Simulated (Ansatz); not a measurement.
Sn₁₀H₁₆, a cluster cut from cubic tin, relaxed as a singlet with RKS PBE-D4/def2-SVP in Ansatz, starting from a model built from a lattice or polyhedron. Force threshold 0.03 eV/Å.

In the def2 sets Sn takes a core potential; there is no spin–orbit coupling.

Start:

Cartesian coordinates in Å:
```
Sn -2.3327 1.5556 0.1883
Sn -0.1726 -2.1530 1.7607
Sn 2.2363 1.5799 0.6467
Sn 0.2706 -0.9557 -2.6387
Sn -0.0966 3.1360 0.8669
Sn 2.0646 -0.6151 2.4256
Sn -2.4964 -0.6072 1.9792
Sn -2.0665 0.6151 -2.4515
Sn 0.1095 -3.0948 -0.8274
Sn 2.5014 0.6241 -1.9790
H -3.7479 2.4760 0.3339
H -0.2701 -3.5327 2.8325
H 3.6243 2.5336 1.0749
H 0.4294 -1.5432 -4.2228
H -0.2455 3.7084 2.4797
H 0.0055 4.4558 -0.2224
H 1.9025 -0.0278 4.0206
H 3.4811 -1.5467 2.3009
H -2.6386 -0.0478 3.5835
H -3.8593 -1.5827 1.5887
H -3.4485 -0.3590 -2.8246
H -1.9696 1.9512 -3.5065
H -1.3005 -4.0951 -1.2568
H 1.5058 -4.0828 -0.9975
H 2.6003 1.9626 -3.0679
H 3.9137 -0.3548 -2.0870
```

```json
{"step": "1", "energy (eV)": "-58578.0239", "largest force component (eV/Å)": "0.614", "SCF passes": "18"}
{"step": "2 (rejected)", "energy (eV)": "-58577.9860", "largest force component (eV/Å)": "0.773", "SCF passes": "19"}
{"step": "3", "energy (eV)": "-58578.1319", "largest force component (eV/Å)": "0.015", "SCF passes": "18"}
```

Force components are those of the run's own axes.

End:

```tsv
atom	x (Å)	y (Å)	z (Å)
Sn1	-2.335	1.558	0.206
Sn2	-0.166	-2.186	1.776
Sn3	2.247	1.578	0.658
Sn4	0.263	-0.954	-2.641
Sn5	-0.093	3.130	0.863
Sn6	2.073	-0.607	2.426
Sn7	-2.498	-0.622	1.980
Sn8	-2.070	0.609	-2.431
Sn9	0.090	-3.130	-0.863
Sn10	2.501	0.620	-1.978
H11	-3.780	2.522	0.332
H12	-0.271	-3.538	2.871
H13	3.632	2.553	1.066
H14	0.427	-1.542	-4.272
H15	-0.253	3.749	2.478
H16	0.005	4.497	-0.206
H17	1.932	-0.029	4.058
H18	3.520	-1.563	2.340
H19	-2.688	-0.046	3.607
H20	-3.893	-1.588	1.608
H21	-3.459	-0.344	-2.858
H22	-1.998	1.945	-3.539
H23	-1.282	-4.118	-1.269
H24	1.504	-4.130	-1.007
H25	2.638	1.956	-3.080
H26	3.953	-0.323	-2.123
```

By distances, no bond broke or formed. The bond that changes most is Sn1–H11, from 1.69 to 1.74 Å (atoms count from 1).

No frequencies were taken in this run, so the end may be a saddle point.

Run time 22 s (2 threads of AMD EPYC 7R13 on a shared host and a share (18 GiB) of an NVIDIA H100 80GB HBM3), peak host memory 1 GiB.
